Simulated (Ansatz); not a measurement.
H2Zn (SMILES [ZnH2]) moved off its minimum; all values from Ansatz (a program for electronic structure), cores frozen in correlated methods.
(charge 0, multiplicity 1)
```xyz
3

Zn     0.0114     0.0284     0.0027
H      0.0953     0.0787     1.5985
H     -0.0703    -0.0043    -1.5917
```

Forces at PBE/def2-TZVPP (eV/Å):

```
atom      Fx      Fy      Fz
----  ------  ------  ------
Zn1    0.005   0.031   0.019
H2    -0.036  -0.032  -0.650
H3     0.031   0.001   0.632
```

Give the forces (eV/Å), the total energy and the dipole at CCSD(T)/def2-TZVPPD.


```csv
atom,Fx,Fy,Fz
Zn1,0.004,0.030,0.019
H2,-0.042,-0.035,-0.772
H3,0.037,0.005,0.753
```
Energy -1779.4350 hartree, dipole 0.03 D.
